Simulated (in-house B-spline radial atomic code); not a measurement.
Configurations of Mn VII (Mn6+), with energies counted from [Ar] 3d1. All numbers are computed (non-relativistic TPSSh, spin-polarised, spherical fractional occupations, exact exchange averaged over the configuration; point nucleus) with a B-spline radial code for spherical atoms, not measured. Shells without spins written out take the highest spin.

Occupations are held fixed; configurations that lie above the ionisation limit could autoionise.

| configuration | E - E(ref) (eV) | highest orbital | its <r> (bohr) |
| --- | --- | --- | --- |
| [Ar] 4p1 | 50.138 | 4p up | 1.977 |
| [Ne] 3s2 3p5 3d1 4s1 | 89.085 | 4s up | 1.843 |
| [Ne] 3s2 3p5 3d1 4p1 | 98.725 | 4p up | 1.966 |
| [Ne] 3s2 3p5 3d1 4f1 | 124.85 | 4f up | 2.351 |

**Question.** Order these further configurations by energy, lowest first.
A. [Ar] 4s1
B. [Ar] 4f1
C. [Ne] 3s2 3p5 3d2
D. [Ar] 4d1

**Answer.** A (40.556 eV), C (47.449 eV), D (64.614 eV), B (76.148 eV).
